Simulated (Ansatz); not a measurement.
The cluster Al6Cu⁻. Total charge -1; singlet. Geometry PBE-D4/def2-SVPD; atoms count from 1.

```csv
atom,x (Å),y (Å),z (Å)
Cu1,-1.488,-0.012,-0.482
Al2,0.204,-2.212,-0.955
Al3,-0.798,1.252,1.544
Al4,-0.438,-1.314,1.380
Al5,-0.153,-0.313,-2.607
Al6,1.030,0.539,-0.446
Al7,1.643,2.062,1.566
```

The restricted singlet is unstable towards broken spin symmetry in Hartree–Fock (as tested in another run); at PBE0-D4/def2-TZVPD this wasn't settled. No other spin state of charge -1 was run. Another isomer (singlet) lies 1.42 eV lower at PBE0-D4/def2-TZVPD; other spin states weren't run for this one.

Estimate the Mulliken populations from the PBE0/def2-TZVPD orbitals of Ansatz.


| atom | charge (e) | d electrons |
| --- | --- | --- |
| Cu1 | -0.31 | 9.78 |
| Al2 | -0.13 | – |
| Al3 | -0.13 | – |
| Al4 | -0.07 | – |
| Al5 | -0.16 | – |
| Al6 | 0.11 | – |
| Al7 | -0.30 | – |
Mulliken values and Mayer orders depend strongly on the basis. With diffuse functions, as here, like atoms can get unlike values, and bond orders can come out too low or too high.

And the Mayer bond orders between bonded heavy atoms (over 0.3)?

Cu1–Al2 0.36 (2.82 Å); Cu1–Al3 0.43 (2.49 Å); Cu1–Al4 0.42 (2.50 Å); Cu1–Al5 0.41 (2.53 Å); Cu1–Al6 0.34 (2.58 Å); Al2–Al4 0.65 (2.58 Å); Al2–Al5 0.75 (2.54 Å); Al2–Al6 0.38 (2.92 Å); Al3–Al4 0.62 (2.60 Å); Al3–Al6 0.48 (2.79 Å); Al3–Al7 0.75 (2.57 Å); Al5–Al6 0.43 (2.61 Å); Al6–Al7 0.37 (2.60 Å). Values over 0.3 also appear between atoms too far apart for a bond (Al4–Al5 0.30 at 4.12 Å); they arise where an orbital or an unpaired electron spreads over both atoms.
